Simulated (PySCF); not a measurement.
C₂F₃, SMILES F[C]=C(F)F (connectivity only; charge and spin as stated), charge +1, multiplicity 1.

Geometry optimised at B3LYP-D3(BJ)/def2-SVP. The spin state was assumed, not searched. The isomer is the one that the SMILES or the coordinates give; other isomers of the formula were not compared.

Method: PySCF with TDA-PBE/def2-SVPD.

Vertical excitations. Isolated molecule, no solvent. State labels are in the subgroup Cs.

```json
[
 {"state": "S1", "symmetry": "A\"", "energy (eV)": "2.12", "λ (nm)": "585", "f": "0.002", "main pairs": "HOMO→LUMO 99 %"},
 {"state": "S2", "symmetry": "A'", "energy (eV)": "5.59", "λ (nm)": "222", "f": "0.085", "main pairs": "HOMO→LUMO+1 54 %, HOMO−1→LUMO 39 %"},
 {"state": "S3", "symmetry": "A'", "energy (eV)": "6.31", "λ (nm)": "197", "f": "0.031", "main pairs": "HOMO−3→LUMO 65 %, HOMO−1→LUMO 26 %"},
 {"state": "S4", "symmetry": "A'", "energy (eV)": "6.70", "λ (nm)": "185", "f": "0.162", "main pairs": "HOMO−3→LUMO 32 %, HOMO−1→LUMO 32 %, HOMO→LUMO+1 22 %, HOMO−2→LUMO+1 5 %"},
 {"state": "S5", "symmetry": "A\"", "energy (eV)": "6.83", "λ (nm)": "181", "f": "0.015", "main pairs": "HOMO−2→LUMO 92 %"},
 {"state": "S6", "symmetry": "A\"", "energy (eV)": "7.84", "λ (nm)": "158", "f": "0.000", "main pairs": "HOMO−1→LUMO+1 99 %"},
 {"state": "S7", "symmetry": "A\"", "energy (eV)": "8.19", "λ (nm)": "151", "f": "0.001", "main pairs": "HOMO−4→LUMO 98 %"},
 {"state": "S8", "symmetry": "A'", "energy (eV)": "8.46", "λ (nm)": "147", "f": "0.049", "main pairs": "HOMO−2→LUMO+1 89 %"},
 {"state": "S9", "symmetry": "A'", "energy (eV)": "8.77", "λ (nm)": "141", "f": "0.018", "main pairs": "HOMO→LUMO+2 95 %"},
 {"state": "S10", "symmetry": "A\"", "energy (eV)": "9.10", "λ (nm)": "136", "f": "0.002", "main pairs": "HOMO−6→LUMO 98 %"},
 {"state": "T1", "symmetry": "A\"", "energy (eV)": "0.87", "λ (nm)": "1432", "f": "0", "main pairs": "HOMO→LUMO 100 %"},
 {"state": "T2", "symmetry": "A'", "energy (eV)": "2.56", "λ (nm)": "484", "f": "0", "main pairs": "HOMO→LUMO+1 99 %"},
 {"state": "T3", "symmetry": "A'", "energy (eV)": "5.77", "λ (nm)": "215", "f": "0", "main pairs": "HOMO−1→LUMO 100 %"},
 {"state": "T4", "symmetry": "A\"", "energy (eV)": "5.97", "λ (nm)": "208", "f": "0", "main pairs": "HOMO−2→LUMO 99 %"}
]
```
Triplets are in the Tamm–Dancoff approximation.
